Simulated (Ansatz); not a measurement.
`[F][Al]([SH])[Cl]` + HBr → `[F][Al]([Cl])[Br]` + H₂S at 400 K and 1 bar (ligand exchange at the Al–S bond).

Calculated with Ansatz (gas phase, PBE0-D4/def2-TZVP geometries, no zero-point term in ΔE). CCSD(T)/CBS adds triple-zeta CCSD(T) − MP2 to the extrapolated MP2 energy (def2 sets, frozen cores). This one scheme is used for every species. For Br outer-core shells are correlated without core-valence functions, which leaves a few kJ/mol of doubt a bond. Scalar relativity is left out up to krypton. One conformer a species, not always the lowest.

```tsv
species	CCSD(T)/CBS energy (Eh)	H − E (kJ/mol)	S (J/(mol·K))
`[F][Al]([SH])[Cl]`	-1200.16071	62.5	351.3
HBr	-2573.91920	27.6	207.2
`[F][Al]([Cl])[Br]`	-3375.12363	37.7	349.5
H₂S	-398.97279	53.4	215.9
```

H − E and S are ideal-gas, rigid-rotor, harmonic terms from PBE0-D4/def2-TZVP, for one conformer and one mirror image of each species. 1 Eh = 2625.50 kJ/mol, R = 8.31446 J/(mol·K).

Task: By hand: ΔE, ΔH, ΔS and ΔG.

Result: ΔE = (-3375.12363) + (-398.97279) − (-1200.16071) − (-2573.91920) = -0.01651 Eh = -43.3 kJ/mol. Δ(H − E) = 37.7 + 53.4 − 62.5 − 27.6 = 1.0, so ΔH = -42.3 kJ/mol. ΔS = 349.5 + 215.9 − 351.3 − 207.2 = 6.9 J/(mol·K). ΔG = -42.3 − 400 × (6.9)/1000 = -45.1 kJ/mol.

Task: By hand: the equilibrium constant, and the temperature at which ΔG would vanish if ΔH and ΔS stayed fixed.

Result: log₁₀ K = −ΔG/(RT ln 10) = 5.9. ΔH and −TΔS have one sign here, so there is no such temperature.

The number of gas molecules stays the same, so ΔS is small and ΔH decides. A doubt of 5 kJ/mol in ΔE shifts log₁₀ K by 0.7 here. Other conformers and mirror images would add mixing entropy, several J/(mol·K) or more a flexible species. These are equilibria of isolated gas molecules and say nothing of rates. Largest T1 diagnostic: 0.011 (customary marks: 0.02 for closed shells, 0.045 for open ones).

ΔS is within the doubt of such terms, so its sign, and with it that verdict, could turn.
